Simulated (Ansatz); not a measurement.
A geometry relaxed with B3LYP-D3(BJ)/def2-TZVP run with Ansatz (a quantum-chemistry and plane-wave program), charge 0, multiplicity 2:

```xyz
9

C     -1.6351     0.0847     0.1910
H      2.3327    -0.3772    -1.4516
Al    -0.2729    -0.4393    -1.1449
C      1.6168    -0.0720    -0.6879
H     -2.6613    -0.1412    -0.0996
H      1.8718    -0.5872     0.2454
H      1.7451     1.0017    -0.5084
H     -1.5628     1.1620     0.3803
H     -1.4283    -0.4234     1.1399
```

### Question
Write the SMILES of this molecule.

### Answer
`[CH3][Al][CH3]`
